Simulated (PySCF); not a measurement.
**[TeO3]-, doublet: structure and spectrum**

Level of theory: PySCF, UPBE, basis Te def2-SVPD with ECP28, O def2-SVPD (scalar-relativistic core potentials, no spin–orbit coupling, density fitting).

The structure is a minimum.

Coordinates in bohr (charge -1 multiplicity 2):
```
Te    0.0000    0.2758    0.0002
O     0.0016   -0.7551    3.4457
O     2.9837   -0.7517   -1.7250
O    -2.9853   -0.7517   -1.7222
```

| Property | Result |
| --- | --- |
| Point group | C3v |
| Bond lengths | Te–O 1.903 Å (×3) |
| Bond angles | O–Te–O 112.2° (×3) |
| Zero-point energy | 16.0 kJ/mol |
| Spin squared ⟨S²⟩ | 0.755 |
| Highest occupied level (α) | -1.34 eV |
| Entropy at 298.15 K and 1 bar (electronic part: spin only) | 305.3 J/(mol K) |
| Principal polarisabilities | 52.0, 79.4, 79.4 bohr³ |
| Enthalpy at 298.15 K above 0 K | 15.00 kJ/mol |
| Lowest empty level (β) | -0.50 eV |
| Heat capacity Cp at 298.15 K | 67.1 J/(mol K) |
| Rotational constants | 0.187, 0.187, 0.1056 cm⁻¹ |
| Rotational symmetry number | 3 |
| Principal quadrupole moments (Buckingham, traceless) about the centre of mass | -6.95, -6.95, 13.89 D Å |
| Dipole moment about the centre of mass | 2.88 D |

Harmonic modes (masses in u: Te 129.906, O 15.995):
| symmetry | ω (cm⁻¹) | IR (km/mol, summed over degenerate members) | μ (u) |
| --- | --- | --- | --- |
| e | 226 | 31.5 | 17.28 |
| a1 | 232 | 41.1 | 20.24 |
| e | 662 | 188 | 18.49 |
| a1 | 673 | 6.4 | 16.44 |

In C3v the vibrations span 2e + 2a1.

Charges (e); Mulliken and Löwdin values are unreliable with diffuse functions:
```
  atom  Mulliken  Löwdin  polar tensor  spin (Mulliken)  Mayer order to Te1
   Te1      1.63    1.61          1.00             0.25                   –
O2,3,4     -0.88   -0.87         -0.67             0.25                1.16
```

Mulliken populations on Te1 (electrons outside its core potential): s 3.59, p 8.33, d 10.45.

This need not be the most stable arrangement of these atoms. Spin–orbit coupling, left out here, can matter for elements this heavy.

The final relaxation and frequency run took roughly 4 core-minutes on a shared host.
